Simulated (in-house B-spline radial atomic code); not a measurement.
**HSE06 excitations of V5+**

Method: HSE06. Computed with an all-electron radial atomic-structure program (B-spline basis): linear response of the closed shell [Ne] 3s2 3p6 with the functional's adiabatic kernel; non-relativistic, point nucleus, no spin-orbit coupling, no double excitations, S, P, D and F terms only. Only terms of natural parity with L up to 3 were computed.

Command:
```bash
python run_td.py task.json out
```
Settings (radii: box in bohr, nucleus in fm):
```
Z                        23
electrons                18
configuration            [Ne] 3s2 3p6
hamiltonian              nr
method                   hse06
box_radius               16.35
intervals                52
```

Cost of the run: 1.1 s on 1 thread of Arm Neoverse N1 (shared host).

The lowest states, in the order of their Tamm-Dancoff energies; the method's threshold (minus the highest occupied level) is 119.96 eV. Labels give the largest channel, * marks a mixed state, and oscillator strengths are full-response dipole values. Semilocal kernels can invert the small singlet-triplet splittings of Rydberg terms. Energies in eV:

```
     state  full response  Tamm-Dancoff  oscillator strength
3p → 3d 3P          38.11         38.25                    -
3p → 3d 3F          38.67         38.91                    -
3p → 3d 1F          42.54         42.55                    -
3p → 3d 1P          54.67         57.14                  3.8
3p → 4s 3P          66.63         66.65                    -
3s → 3d 3D              ?             ?                    -
3p → 4s 1P          67.49         67.55                0.236
3s → 3d 1D              ?             ?                    -
3p → 4p 3S          73.39         73.42                    -
3p → 4p 3D          74.32         74.33                    -
```

**Question.** Where does 3s → 3d 3D lie?

**Answer.** At 67.46 eV in full response, 67.52 eV in Tamm-Dancoff.

**Question.** Where does 3s → 3d 1D lie?

**Answer.** At 72.03 eV in full response, 72.14 eV in Tamm-Dancoff.

**Question.** How large is the singlet-triplet splitting of 3p → 3d (F terms) in Tamm-Dancoff?

**Answer.** 3.64 eV, from the unrounded values.

**Question.** What polarisabilities and dispersion coefficient does the method give?

**Answer.** Dipole 1.086 bohr³, quadrupole 1.154 bohr⁵, C6 1.972 hartree·bohr⁶ for two such species.
